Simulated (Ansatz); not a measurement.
`OP(O)[SeH]`, 7 atoms. Charge 0, multiplicity 1. Correlated methods include outer-core shells of Se, which these sets cover unevenly. Scalar relativity is left out up to krypton. All runs use 2 threads of an INTEL XEON PLATINUM 8581C on a shared host. Correlated methods freeze the cores.

Task: Give the basis size and wall time and peak host memory of each of these runs in Ansatz. RHF-CCSD(T)/def2-TZVPP energy; RKS PBE0-D4/def2-TZVP relaxation (41 steps); direct RPA on PBE orbitals/def2-TZVPP energy; RKS ωB97M-V/def2-TZVPP energy and forces; RKS PBE-D4/def2-TZVPP energy and forces; RKS PBE0-D4/def2-SVP energy; RKS SPW92 (LDA)/def2-TZVPP energy; RKS ωB97M-V/def2-QZVPP energy; RHF-MP2/def2-QZVPP energy; RKS ωB97M-V/def2-SVP energy; RKS PBE0-D4/def2-QZVPP energy; RKS PBE0-D4/def2-TZVP frequencies. (Estimate.)

Result: Computed: Other jobs shared the machine, so times are rough.

| level | job | functions | wall time | peak host memory (GiB) |
| --- | --- | --- | --- | --- |
| RKS SPW92 (LDA)/def2-TZVPP | energy | 194 | 0.9 s | 0.24 |
| RKS PBE0-D4/def2-SVP | energy | 93 | 0.95 s | 0.38 |
| RKS PBE-D4/def2-TZVPP | energy and forces | 194 | 1.6 s | 0.24 |
| RKS ωB97M-V/def2-SVP | energy | 93 | 3.1 s | 0.38 |
| direct RPA on PBE orbitals/def2-TZVPP | energy | 194 | 3.2 s | 0.43 |
| RKS PBE0-D4/def2-QZVPP | energy | 363 | 6.5 s | 1.2 |
| RKS ωB97M-V/def2-TZVPP | energy and forces | 194 | 7 s | 0.66 |
| RKS ωB97M-V/def2-QZVPP | energy | 363 | 13 s | 1.3 |
| RHF-MP2/def2-QZVPP | energy | 363 | 15 s | 1.6 |
| RHF-CCSD(T)/def2-TZVPP | energy | 194 | 53 s | 2.3 |
| RKS PBE0-D4/def2-TZVP | frequencies | 165 | 74 s | 0.43 |
| RKS PBE0-D4/def2-TZVP | relaxation (41 steps) | 165 | 93 s | 0.43 |
